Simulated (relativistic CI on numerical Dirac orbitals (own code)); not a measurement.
**One change at a time: Br15+**

Base calculation: Dirac-Coulomb-Breit CI, KLI orbitals optimised for each configuration, QED by a radiative potential, unscaled Slater integrals.

Configuration list (outside the closed core [Ne]): 3s2 3p6 3d2, 3s2 3p5 3d3, 3s 3p6 3d3, 3s2 3p6 3d 4s, 3s2 3p6 3d 4p, 3s2 3p6 3d 4d, 3s2 3p6 3d 4f, 3s2 3p6 4s2, 3s2 3p5 3d2 4s, 3s2 3p6 4s 4p, 3s2 3p5 3d2 4p, 3s2 3p6 3d 5s, 3s2 3p6 4p2, 3s2 3p6 4s 4d, 3s2 3p6 3d 5p, 3s2 3p5 3d2 4d, 3s2 3p6 3d 5d, 3s2 3p6 4p 4d, 3s 3p6 3d2 4s, 3s2 3p6 3d 5f, 3s2 3p6 3d 5g, 3s 3p6 3d2 4p, 3s2 3p6 4d2, 3s2 3p6 3d 6s, 3s2 3p6 3d 6p, 3s2 3p6 3d 6d, 3p6 3d4, 3p5 3d5. Double excitations out of closed p, d and f shells are left out; levels of such configurations are missing from the list, as are those of other unlisted configurations, and high levels can miss mixing partners. These lack a partner that the ground configuration has and come out too high: 3s2 3p5 3d2 4s, 3s2 3p5 3d2 4p, 3s2 3p5 3d2 4d.

The lowest level and the first level of each name with at least 55 % of one term (blank where a level has no safe partner in the second run):

```tsv
Level	Base (cm⁻¹)	Shift (cm⁻¹)
3s2 3p6 3d2 3F_2	0	0
3s2 3p6 3d2 3F_3	8798	+9
3s2 3p6 3d2 3F_4	18093	+17
3s2 3p6 3d2 1D_2	42614	-6
3s2 3p6 3d2 3P_0	45181	-4
3s2 3p6 3d2 3P_1	49102	0
3s2 3p6 3d2 3P_2	58370	+8
3s2 3p6 3d2 1G_4	67457	0
3s2 3p6 3d2 1S_0	152126	0
3s2 3p5 3d3 5D°_2	706967	-150
3s2 3p5 3d3 5D°_3	708119	-149
3s2 3p5 3d3 5D°_1	708173	-151
3s2 3p5 3d3 5S°_2	710073	-156
3s2 3p5 3d3 5D°_0	710099	-153
3s2 3p5 3d3 5F°_5	725178	-144
3s2 3p5 3d3 5F°_1	729955	-148
3s2 3p5 3d3 5G°_6	742775	-132
3s2 3p5 3d3 5G°_5	754473	-137
3s2 3p5 3d3 3F°_2	758886	-150
3s2 3p5 3d3 3F°_3	768027	-151
3s2 3p5 3d3 3P°_2	772342	-155
3s2 3p5 3d3 3P°_1	779751	-158
```

At this charge energies of transitions that change n are usually good to better than 1 %, and those within a shell (Δn = 0) to a few per cent. Terms inside the open d or f shell come out 10 to 20 % too wide with unscaled integrals.

(1) One thing was changed in a second run, which moved the levels as shown. Which?
A. QED terms removed
B. one mean potential for all configurations
C. configuration mixing switched off
D. Breit term removed
E. P86 correlation estimate

Results:

(1) B. One mean potential for all configurations. One potential for all configurations removes the relaxation of the orbitals, which moves whole configurations and changes the integrals a little.

LS names give the leading component of a level, which can be under half, so a name can repeat, a term be missing and a line seem to break the LS rules.
